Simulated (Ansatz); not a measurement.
Cost and result for the atomization energy of ClFGeH₄SSi, SMILES `F[SiH](Cl)[S][GeH3]` (9 atoms, 8 bonds).

```xyz
9

F    -2.853    1.066   -0.532
Si   -1.289    0.874   -0.347
Cl   -0.717    1.918    1.314
S    -0.943   -1.187   -0.152
Ge    1.257   -1.049    0.251
H    -0.600    1.481   -1.500
H     1.820    0.158   -0.512
H     1.840   -2.363   -0.280
H     1.485   -0.900    1.759
```

Charge 0, multiplicity 1. Correlated methods include outer-core shells of Ge, which these sets cover unevenly. Scalar relativity is left out up to krypton. Geometry: relaxed with PBE0-D4/def2-TZVP. It is one conformer, not always the lowest. Program: Ansatz. All runs use 4 threads of an Arm Neoverse V1 on a shared host. Times are those of one run each, without the atoms' runs, and a repeat can differ threefold. Electronic energies, without spin–orbit coupling; frozen cores. CCSD(T)/CBS adds CCSD(T) − MP2 in def2-TZVPP to the MP2 limit, and its time is that of the two runs behind it. T1 = 0.011. With those shells the extrapolation isn't a true limit. B3LYP takes the VWN-RPA correlation (the form of Gaussian; ORCA's B3LYP/G). HSE06 is the plane-wave form, built on full-range PBE exchange.

CCSD(T)/CBS is a level of theory with its own doubt, some kJ/mol a heavy atom from the limit and from the frozen cores, so smaller differences don't rank the functionals.

| level | functions | wall time | atomization (kJ/mol) | difference from CCSD(T)/CBS | per bond |
| --- | --- | --- | --- | --- | --- |
| revPBE-D4/def2-TZVPP | 261 | 2.5 s | 2775.5 | -81.8 | -10.2 |
| BHLYP-D4/def2-TZVPP | 261 | 5.5 s | 2753.4 | -103.9 | -13.0 |
| CAM-B3LYP-D4/def2-TZVPP | 261 | 5.5 s | 2820.4 | -36.9 | -4.6 |
| HSE06-D4/def2-TZVPP | 261 | 6 s | 2811.2 | -46.1 | -5.8 |
| r2SCAN-D4/def2-TZVPP (with forces) | 261 | 7 s | 2856.3 | -1.0 | -0.1 |
| B3LYP-D4/def2-TZVPP (with forces) | 261 | 7.5 s | 2802.8 | -54.5 | -6.8 |
| r2SCANh-D4/def2-TZVPP | 261 | 8 s | 2838.0 | -19.3 | -2.4 |
| CCSD(T)/def2-SVP | 120 | 9 s | 2590.3 | -267.0 | -33.4 |
| B97M-V/def2-TZVPP | 261 | 12 s | 2887.1 | 29.8 | 3.7 |
| ωB97M-V/def2-TZVPP (with forces) | 261 | 17 s | 2844.6 | -12.7 | -1.6 |
| MP2/def2-QZVPP | 476 | 29 s | 2873.7 | 16.4 | 2.0 |
| CCSD(T)/def2-TZVPP | 261 | 4.6 min | 2772.1 | -85.2 | -10.7 |
| CCSD(T)/CBS(def2) | – | 5.1 min | 2857.3 | 0.0 | 0.0 |

From r2SCAN to r2SCAN0 (25 % exact exchange), in def2-TZVPP and without D4, the atomization energy moves by −45.4 kJ/mol: exact exchange takes away binding that semilocal exchange gives to molecules. At CCSD(T), def2-SVP lies −267.0 kJ/mol from the extrapolated value and def2-TZVPP −85.2 kJ/mol: correlation converges slowly with the basis, and small sets miss more of it in the bonded molecule than in its fragments. The D4 term adds +48.0 kJ/mol with B3LYP and +25.1 kJ/mol with PBE0; it sums over pairs of atoms, weighted by their polarisabilities, and B3LYP, whose exchange is more repulsive, gets the larger term.
